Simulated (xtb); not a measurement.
F$_{3}$MoO (SMILES [O]=[Mo+]([F])([F])[F]), charge +1, singlet, at a GFN2-xTB geometry (such geometries of metal compounds can be far from the true shape) (the multiplicity is a formal guess), atoms displaced at random by about 0.02 Å a coordinate; GFN1-xTB run with xtb 6.7.1.

The xtb input:
```
$ xtb mol.xyz --gfn 1 --chrg 1 --opt loose --json

# file mol.xyz
5

Mo     0.00460803     0.02271343    -0.03505209
O      1.03461198     0.55917289    -1.21179122
F      0.96462215    -0.86683700     1.16876799
F     -1.14627985    -1.01665957    -0.73555794
F     -0.71685996     1.36221458     0.67992739
```

It wrote (shortened):

```
   ID    Z sym.   atoms
    1   42 Mo     1
    2    8 O      2
    3    9 F      3-5

           -------------------------------------------------
          |                Calculation Setup                |
           -------------------------------------------------

           -------------------------------------------------
          |                 G F N 1 - x T B                 |
           -------------------------------------------------

          ...................................................
          :                      SETUP                      :
          :.................................................:
          :  # basis functions                  26          :
          :  # atomic orbitals                  25          :
          :  # shells                           11          :
          :  # electrons                        32          :
          :  # halogen bonds                     0          :
          :  max. iterations                   250          :
          :  Hamiltonian                  GFN1-xTB          :
          :  restarted?                      false          :
          :  GBSA solvation                  false          :
          :  PC potential                    false          :
          :  electronic temp.          300.0000000     K    :
          :  accuracy                    1.0000000          :
          :  -> integral cutoff          0.2500000E+02      :
          :  -> integral neglect         0.1000000E-07      :
          :  -> SCF convergence          0.1000000E-05 Eh   :
          :  -> wf. convergence          0.2000000E-04 e    :
          :  Broyden damping             0.4000000          :
          :  net charge                          1          :
          :  unpaired electrons                  0          :
          ...................................................

 iter      E             dE          RMSdq      gap      omega  full diag
   1    -21.6974549 -0.216975E+02  0.135E+01    8.49       0.0  T
   2    -21.8926812 -0.195226E+00  0.478E+00    5.11       1.0  T
   3    -21.9019329 -0.925177E-02  0.353E+00    6.41       1.0  T
   4    -21.9170811 -0.151481E-01  0.110E+00    5.52       1.0  T
   5    -21.9232950 -0.621396E-02  0.146E-01    5.93       1.0  T
   6    -21.9233567 -0.616823E-04  0.199E-02    5.89       2.3  T
   7    -21.9233539  0.284413E-05  0.311E-02    5.90       1.4  T
   8    -21.9233569 -0.306481E-05  0.120E-03    5.89      37.3  T
   9    -21.9233569 -0.396716E-08  0.179E-04    5.89     249.2  T
  10    -21.9233569 -0.694271E-10  0.303E-05    5.89    1476.9  T

   *** convergence criteria satisfied after 10 iterations ***

         :::::::::::::::::::::::::::::::::::::::::::::::::::::
         ::                     SUMMARY                     ::
         :::::::::::::::::::::::::::::::::::::::::::::::::::::
         :: total energy             -21.855282138267 Eh    ::
         :: gradient norm              0.058121187644 Eh/a0 ::
         :: HOMO-LUMO gap              5.892782563493 eV    ::
         ::.................................................::
         :: SCC energy               -21.923356929892 Eh    ::
         :: -> electrostatic           0.406917684322 Eh    ::
         :: repulsion energy           0.069269707255 Eh    ::
         :: dispersion energy         -0.001194915630 Eh    ::
         :: halogen bond corr.         0.000000000000 Eh    ::
         :: add. restraining           0.000000000000 Eh    ::
         :: total charge               1.000000000000 e     ::
         :::::::::::::::::::::::::::::::::::::::::::::::::::::

      -----------------------------------------------------------
     |                   =====================                   |
     |                        A N C O P T                        |
     |                   =====================                   |
     |               Approximate Normal Coordinate               |
     |                Rational Function Optimizer                |
      -----------------------------------------------------------
      -----------------------------------------------------------
     |                   =====================                   |
     |                        A N C O P T                        |
     |                   =====================                   |
     |               Approximate Normal Coordinate               |
     |                Rational Function Optimizer                |
      -----------------------------------------------------------

          ...................................................
          :                      SETUP                      :
          :.................................................:
          :   optimization level             loose          :
          :   max. optcycles                   200          :
          :   ANC micro-cycles                  20          :
          :   degrees of freedom                 9          :
          :.................................................:
          :   RF solver                   davidson          :
          :   write xtbopt.log                true          :
          :   linear?                        false          :
          :   energy convergence         0.5000000E-04 Eh   :
          :   grad. convergence          0.4000000E-02 Eh/α :
          :   maxmium RF displ.          1.0000000          :
          :   Hlow (freq-cutoff)         0.1000000E-01      :
          :   Hmax (freq-cutoff)         5.0000000          :
          :   S6 in model hess.         20.0000000          :
          ...................................................

generating ANC from exact Hessian ...
Using Lindh-Hessian (1995)
 Shifting diagonal of input Hessian by    0.0000000000000000
 Lowest  eigenvalues of input Hessian
    0.000000    0.000000    0.000000    0.000000    0.000000    0.000000
    0.065552    0.069578    0.104741    0.107378    0.118784    0.550096
[...]
 * total energy  :   -21.8552821 Eh     change       -0.2280842E-11 Eh
 * total energy  :   -21.8590799 Eh     change       -0.3797779E-02 Eh
 * total energy  :   -21.8604862 Eh     change       -0.1406284E-02 Eh
 * total energy  :   -21.8606319 Eh     change       -0.1456564E-03 Eh
 * total energy  :   -21.8606470 Eh     change       -0.1509542E-04 Eh
   *** GEOMETRY OPTIMIZATION CONVERGED AFTER 5 ITERATIONS ***
[...]
          :  max. iterations                   250          :
          :  Hamiltonian                  GFN1-xTB          :
          :  restarted?                      false          :
          :  GBSA solvation                  false          :
          :  PC potential                    false          :
          :  electronic temp.          300.0000000     K    :
          :  accuracy                    1.0000000          :
          :  -> integral cutoff          0.2500000E+02      :
          :  -> integral neglect         0.1000000E-07      :
          :  -> SCF convergence          0.1000000E-05 Eh   :
          :  -> wf. convergence          0.2000000E-04 e    :
          :  Broyden damping             0.4000000          :
          :  net charge                          1          :
          :  unpaired electrons                  0          :
          ...................................................

 iter      E             dE          RMSdq      gap      omega  full diag
   1    -21.9459838 -0.219460E+02  0.904E-09    6.22       0.0  T
   2    -21.9459838 -0.710543E-14  0.315E-09    6.22  100000.0  T
   3    -21.9459838 -0.142109E-13  0.190E-09    6.22  100000.0  T

   *** convergence criteria satisfied after 3 iterations ***

         :::::::::::::::::::::::::::::::::::::::::::::::::::::
         ::                     SUMMARY                     ::
         :::::::::::::::::::::::::::::::::::::::::::::::::::::
         :: total energy             -21.860646953203 Eh    ::
         :: gradient norm              0.000909585036 Eh/a0 ::
         :: HOMO-LUMO gap              6.223281838368 eV    ::
         ::.................................................::
         :: SCC energy               -21.945983783679 Eh    ::
         :: -> electrostatic           0.405829887532 Eh    ::
         :: repulsion energy           0.086535495428 Eh    ::
         :: dispersion energy         -0.001198664952 Eh    ::
         :: halogen bond corr.         0.000000000000 Eh    ::
         :: add. restraining           0.000000000000 Eh    ::
         :: total charge               1.000000000000 e     ::
         :::::::::::::::::::::::::::::::::::::::::::::::::::::

           -------------------------------------------------
          |                Property Printout                |
           -------------------------------------------------

    * Orbital Energies and Occupations

         #    Occupation            Energy/Eh            Energy/eV
      -------------------------------------------------------------
         1        2.0000           -1.1458624             -31.1805
       ...           ...                  ...                  ...
         4        2.0000           -1.0167919             -27.6683
         5        2.0000           -0.8509414             -23.1553
         6        2.0000           -0.8441303             -22.9700
         7        2.0000           -0.8432760             -22.9467
         8        2.0000           -0.8431348             -22.9429
         9        2.0000           -0.8363672             -22.7587
        10        2.0000           -0.8362071             -22.7544
        11        2.0000           -0.8277573             -22.5244
        12        2.0000           -0.8277294             -22.5237
        13        2.0000           -0.8228900             -22.3920
        14        2.0000           -0.7887709             -21.4635
        15        2.0000           -0.7886906             -21.4614
        16        2.0000           -0.7823079             -21.2877 (HOMO)
        17                         -0.5536065             -15.0644 (LUMO)
        18                         -0.5531448             -15.0518
        19                         -0.4960559             -13.4984
        20                         -0.4717190             -12.8361
        21                         -0.4712314             -12.8229
        22                         -0.2735569              -7.4439
        23                         -0.2024154              -5.5080
        24                         -0.2013171              -5.4781
        25                         -0.0003469              -0.0094
      -------------------------------------------------------------
                  HL-Gap            0.2287014 Eh            6.2233 eV
             Fermi-level           -0.6679572 Eh          -18.1760 eV

  Mulliken/CM5 charges         n(s)   n(p)   n(d)
     1Mo    2.67380  3.41194   0.595  0.980  1.750
     2O    -0.59087 -0.84794   1.662  4.929  0.000
     3F    -0.36076 -0.52124   1.782  5.578  0.000
     4F    -0.36109 -0.52145   1.782  5.579  0.000
     5F    -0.36108 -0.52131   1.782  5.579  0.000

Wiberg/Mayer (AO) data.
largest (>0.10) Wiberg bond orders for each atom

 ---------------------------------------------------------------------------
     #   Z sym  total        # sym  WBO       # sym  WBO       # sym  WBO
 ---------------------------------------------------------------------------
     1  42 Mo   5.275 --     2 O    2.131     3 F    1.048     4 F    1.048
                             5 F    1.048
     2   8 O    2.284 --     1 Mo   2.131
     3   9 F    1.155 --     1 Mo   1.048
     4   9 F    1.154 --     1 Mo   1.048
     5   9 F    1.154 --     1 Mo   1.048
 ---------------------------------------------------------------------------

Topologies differ in total number of bonds
Writing topology from bond orders to xtbtopo.mol

 dipole moment from electron density (au)
     X       Y       Z
  -0.8071  -0.4161   0.9316  total (Debye):    3.307

optimized geometry written to: xtbopt.xyz

           -------------------------------------------------
          | TOTAL ENERGY              -21.860646953203 Eh   |
          | GRADIENT NORM               0.000909585036 Eh/α |
          | HOMO-LUMO GAP               6.223281838368 eV   |
           -------------------------------------------------

normal termination of xtb
```
